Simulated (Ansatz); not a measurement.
# Worked example: the interaction energy

The pair of Li⁺ (SMILES [Li+], atom 1) and NH$_{3}$ (SMILES N, atoms 2–5), both closed shells, in one local arrangement (a lower one may exist), relaxed at PBE0-D4/def2-TZVP:

| atom | x (Å) | y (Å) | z (Å) |
| --- | --- | --- | --- |
| Li1 | 0.0003 | 0.0170 | -1.8116 |
| N2 | 0.0000 | -0.0014 | 0.1456 |
| H3 | -0.5178 | -0.7808 | 0.5480 |
| H4 | 0.9305 | -0.0658 | 0.5550 |
| H5 | -0.4130 | 0.8309 | 0.5632 |

Both fragments are computed in the basis of the whole pair.

Program: Ansatz 0.2.0. Basis: def2-TZVPPD and def2-QZVPPD. Cores are frozen in the correlated methods. The outer core shell of Li, Na, Mg and K is correlated.

Energies in eV:

| quantity | pair | first fragment | second fragment |
| --- | --- | --- | --- |
| Hartree–Fock, triple zeta (X = 3) | -1728.51634 | -196.91182 | -1529.85755 |
| Hartree–Fock, quadruple zeta (X = 4) | -1728.59743 | -196.91259 | -1529.92667 |
| MP2 correlation, X = 3 | -7.21126 | -0.81815 | -6.45926 |
| MP2 correlation, X = 4 | -7.63537 | -0.81893 | -6.87209 |
| CCSD(T) correlation, X = 3 | -7.87782 | -0.93505 | -7.01032 |

Question: Work out the interaction energy at the basis limit: extrapolate Hartree–Fock as E(X) = E∞ + A exp(−7.88 √X) and the MP2 correlation as E(X) = E∞ + B X^−2.97 (the exponents that Neese and Valeev fitted for def2-TZVPP and QZVPP, reused here for the diffuse sets), then add CCSD(T) − MP2 in triple zeta.

Answer: Each step is linear, so take the differences first (pair − first fragment − second fragment): Hartree–Fock -1.74697 (X = 3) and -1.75817 (X = 4); MP2 correlation 0.06615 and 0.05565; CCSD(T) correlation 0.06755.
Two points give E∞ = E(4) + w [E(4) − E(3)], with w = 1/(exp(7.88 (2 − √3)) − 1) = 0.1377 for Hartree–Fock and w = 1/((4/3)^2.97 − 1) = 0.7407 for the correlation.
Hartree–Fock: -1.75817 + 0.1377 × (-0.01120) = -1.7597 eV.
MP2 correlation: 0.05565 + 0.7407 × (-0.01050) = 0.0479 eV.
CCSD(T) − MP2: 0.06755 − 0.06615 = 0.0014 eV.
Sum: -1.7597 + 0.0479 + 0.0014 = -1.7104 eV, or -39.44 kcal/mol. Plain CCSD(T) in triple zeta gives -1.6794 eV, so the larger basis shifts the result by -0.0310 eV.

No T1 diagnostic of these runs exceeds 0.009.

For scale, one of the runs: CCSD(T)/def2-TZVPPD, 110 basis functions, launched by `ansatz run in.yaml --threads 2 --pin off --events-out ev --progress --plain --max-ram 5222MiB`. Hardware: 2 CPU threads of an AMD EPYC 9R45, shared host. Wall time about 0.85 s.
